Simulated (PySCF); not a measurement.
Question: Write Cartesian coordinates for `CN(C)[C@H]1[C@H]2C=C[C@@H]1C=C2` as optimised with PBE0-D3(BJ)/def2-SVP.

Answer: 
```xyz
23
C9H13N angstrom
C      1.7863    1.5608   -0.1864
N      1.1614    0.2839   -0.4148
C      2.1289   -0.7713   -0.5677
C      0.1588   -0.0242    0.5672
C     -1.0764    0.9289    0.6113
C     -1.6849    0.6042   -0.7564
C     -1.4934   -0.6990   -0.9690
C     -0.7563   -1.2498    0.2555
C     -1.6913   -1.1261    1.4583
C     -1.8831    0.1793    1.6714
H      2.5186    1.7640   -0.9825
H      1.0414    2.3687   -0.2123
H      2.3229    1.6237    0.7889
H      2.8508   -0.5026   -1.3539
H      2.7066   -0.9814    0.3625
H      1.6398   -1.7058   -0.8774
H      0.6023   -0.1253    1.5839
H     -0.8943    1.9902    0.8210
H     -2.2032    1.3210   -1.3934
H     -1.8186   -1.2968   -1.8205
H     -0.2745   -2.2276    0.1317
H     -2.1319   -1.9676    1.9939
H     -2.5171    0.6528    2.4215
```

Any rigid rotation of these coordinates is as good. Atoms count from 1 in this order. The 5-membered ring C4–C5–C10–C9–C8 has internal angles of 91.2° to 107.0° (sum 501°, against 540° for a flat polygon); it is puckered, 0.28 Å rms from its mean plane, widest ring torsion 56°. All 3 C–N bonds measure 1.437 to 1.440 Å. The 5-membered ring C4–C5–C6–C7–C8 has internal angles of 91.2° to 107.0° (sum 504°, against 540° for a flat polygon); it is puckered, 0.27 Å rms from its mean plane, widest ring torsion 54°. The C–C distances run from 1.334 Å (C6=C7, drawn double) to 1.561 Å (C4–C8, drawn single), a spread of 0.227 Å.

Bonds between heavy atoms (Å): C1–N2 1.440, N2–C3 1.440, N2–C4 1.437, C4–C5 1.561, C5–C6 1.532, C6=C7 1.334, C7–C8 1.532, C8–C9 1.528, C9=C10 1.337, C4–C8 1.561, C5–C10 1.528.

Method used: PBE0-D3(BJ)/def2-SVP geometry optimisation, gas phase in PySCF 2.14.0.

Point group: Cs (tolerance 0.08 Å). No frequency check. One conformer, not necessarily the lowest (C1–N2–C4–C5 63°).
